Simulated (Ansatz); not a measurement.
Abridged output of a molecular run in Ansatz:

```
Functional definition: HF
2649 factors; integrals over basis functions are off by at most 9.3e-4 eV
mean field evaluation 1: about -67086.4968 eV, gradient 6.2e1 eV
mean field evaluation 2: about -67086.9128 eV, gradient 6.2e1 eV
mean field evaluation 4: about -67094.3915 eV, gradient 6.4e0 eV
mean field evaluation 8: about -67094.5244 eV, gradient 6.5e-1 eV
mean field -67094.52551159 eV, -2465.6783342481 hartree, gradient 2.3e-6 eV, S^2 0.000000; 0 other end points of the search recorded, 0 dependent functions left out
18 core orbitals not correlated: weight in the atoms' cores, before any rotation towards them, 1.000 or more for the frozen orbitals, at most 0.000 for the correlated occupied ones
reference -67094.52551159 eV, -2465.6783342481 hartree; 33, 33 occupied and 374, 374 virtual orbitals, 2649 factors
second order -54.04246039 eV of doubles, -0.00000000 eV of singles
cycle   1  -53.01941609 eV  change     1.0e0 eV  update   1.8e-1
cycle   2  -54.38928425 eV  change    -1.4e0 eV  update   5.6e-2
cycle   3  -54.70019052 eV  change   -3.1e-1 eV  update   3.1e-2
cycle   4  -54.67476618 eV  change    2.5e-2 eV  update   9.4e-3
cycle   5  -54.65995417 eV  change    1.5e-2 eV  update   5.0e-3
cycle   6  -54.66408078 eV  change   -4.1e-3 eV  update   1.8e-3
cycle   7  -54.66439650 eV  change   -3.2e-4 eV  update   7.6e-4
cycle   8  -54.66386039 eV  change    5.4e-4 eV  update   2.6e-4
cycle   9  -54.66392852 eV  change   -6.8e-5 eV  update   9.1e-5
cycle  10  -54.66411622 eV  change   -1.9e-4 eV  update   3.7e-5
cycle  11  -54.66402671 eV  change    9.0e-5 eV  update   1.5e-5
cycle  12  -54.66402771 eV  change   -1.0e-6 eV  update   5.1e-6
perturbative correction -2.24884570 eV, -0.0826435550 hartree
Total energy: -67151.43838500 eV, -2467.7698437689 hartree
```

Its atoms:

```xyz
17

C    -0.7314   -0.6264   -2.4804
C    -0.4513   -0.5562   -1.0182
C     0.1990    0.5552   -0.4814
C     0.5138    0.7317    0.8662
C     1.2135    1.9684    1.3163
O     0.2498   -0.1010    1.7979
Ga   -0.6263   -1.7435    1.5124
F    -2.1838   -1.7347    2.3040
F     0.4590   -3.0674    1.8615
O    -0.8498   -1.5687   -0.3494
H    -0.2558   -1.5210   -2.8895
H    -0.3786    0.2535   -3.0143
H    -1.8077   -0.7414   -2.6297
H     0.4816    1.3427   -1.1644
H     2.1500    1.6876    1.8042
H     1.4182    2.6526    0.4956
H     0.5997    2.4686    2.0692
```

Question: Which basis set was used?
A. def2-SVP
B. def2-TZVPP
C. cc-pV(Q+d)Z
D. def2-SVPD

Answer: B. It gives 425 functions.

Question: Write the keys of the input that set method, charge and spin (a neutral closed shell needs none for the last two).

Answer: 
```yaml
correlation: {method: ccsd_t}
```
